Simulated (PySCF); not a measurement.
Computed vibrations of [Lu(NH2)2]+

[Lu(NH2)2]+ (singlet in the valence; each metal's 4f electrons, 14 of them, lie in its core potential, out of spins and levels). PySCF 2.14.0, RKS PBE0, Lu lcecp-1-SVP with ECP60, N def2-SVP, H def2-SVP; non-relativistic Hamiltonian with scalar-relativistic core potentials where named; density fitting; no spin-orbit coupling. Central differences of gradients.

```xyz
7

Lu    0.0000    0.0000   -0.1782
N     1.7302    0.0000    0.9160
H     2.1622   -0.8096    1.3682
H     2.1622    0.8096    1.3682
N    -1.7302    0.0000    0.9160
H    -2.1622    0.8096    1.3682
H    -2.1622   -0.8096    1.3682
```

Run from Python with OMP_NUM_THREADS=2. Where DIIS fails, smearing, a level shift and second-order steps follow.
It took 34 s on 2 threads of Arm Neoverse V2 (shared host).

Task: What are the harmonic wavenumbers and infrared intensities?

Result: Modes are labelled in C2v; negative numbers are unstable modes, those under 60 cm⁻¹ near the noise; a finer grid moves soft modes by up to 10 cm⁻¹.
```
cm⁻¹  km/mol  symmetry
-358       –        a2
-347       –        b2
 142     0.0        a1
 394     0.0        a2
 420   105.6        b2
 558   184.5        b1
 607   124.6        b1
 609   217.5        a1
 639    27.4        a1
1515    44.6        b1
1518    52.3        a1
3525   154.4        b1
3529    74.9        a1
3595     0.0        a2
3595   108.1        b2
```

Task: Is this a minimum?

Result: No: 2 unstable; the lowest moves the atoms so:
```
Lu   0.00  0.00  0.00
N    0.00  0.01  0.00
H   -0.32  0.06  0.38
H    0.32  0.06 -0.38
N    0.00 -0.01  0.00
H    0.32 -0.06  0.38
H   -0.32 -0.06 -0.38
```

An lcecp potential fixes the number of 4f electrons, so in runs with it no electron can move into or out of that shell.
